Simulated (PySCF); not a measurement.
# Checking a proposed structure

A compound C6H11FOSi gives the data below (simulated from a calculation) and was assigned the structure `CO[SiH2]C/C=C\C=C\F`.

13C{1H} NMR (computed): δ 173.7 (C), 148.5 (CH), 127.7 (CH), 118.9 (CH), 54.2 (CH3), 17.0 (CH3).

1H NMR (400 MHz, computed): δ 6.99 (m, 1H), 6.12 (m, 1H), 5.43 (m, 1H), 5.15 (d, 2H), 3.91 (s, 3H), 2.20 (m, 3H).

PySCF 2.14.0 with density-fitted response routines calculation with GIAO PBE0/pcSseg-1 shieldings and geometry from GFN2-xTB; no solvent model, fast rotation and ring inversion assumed for equivalent nuclei, non-relativistic Hamiltonian, single conformer.

Chemical shifts δ = σref − σ; 1H (σ = 31.72 ppm), 13C (σ = 186.93 ppm) vs TMS, all at this level.

Task: Compare with the shifts computed for the proposed structure, pairing carbons in order of shift.

Result: Atom-mapped SMILES (the numbers label the heavy atoms): `[CH3:1][O:2][SiH2:3][CH2:4]/[CH:5]=[CH:6]\[CH:7]=[CH:8]\[F:9]`; H(Xn) means a hydrogen on atom n.

```tsv
atom	computed for proposal	given list	difference
C8	163.4	173.7	-10.3
C5	131.2	148.5	-17.3
C6	126.8	127.7	-0.9
C7	115.8	118.9	-3.1
C1	54.1	54.2	-0.1
C4	20.2	17.0	+3.2
```

The rms difference is 8.4 ppm and the largest -17.3 ppm at C5 (alkene CH). The carbon types in order of shift don't match either: CH, CH, CH, CH, CH3, CH2 for the proposal against C, CH, CH, CH, CH3, CH3 in the data. The proposal doesn't fit.

Task: Which isomer fits?

Result: `CO[SiH2]/C=C/C=C(\C)F`.

- Carbon types of the structure: 1 × C, 3 × CH, 2 × CH3, leaving 2 H on heteroatoms.
- δC 173.7: fully substituted alkene carbon.
- δC 148.5, 127.7, 118.9: alkene CH; an sp2 carbon of a C=C bond.
- δC 54.2: methyl carbon bonded to O; deshielded by the electronegative neighbour.
- δH 6.99, 6.12, 5.43: hydrogen on an alkene CH; olefinic region.

Other isomers checked: C=C(C)C[SiH2]O/C=C/F (rms 16.2 ppm); C=C(C)[SiH2][C@H](F)C(C)=O (rms 22.0 ppm).

The data come from this structure; uniqueness wasn't tested.

Splittings by 19F in the carbon and heteronuclear signals aren't shown, as no couplings were computed. Shifts are as computed. Against solution values, carbons near 30 ppm lie about +3 ppm off and those near 130 ppm about +5 ppm. Of 1211 compounds with measured shifts, 218 miss one by over three times the rms of a fit or turn the order of signals round; such compounds aren't used in these exercises. No couplings were computed; multiplicities are counted from neighbouring protons, with m where these are inequivalent, close in shift, in a saturated or five-membered ring or joined by F or P, and br s for small geminal =CH2 splittings.
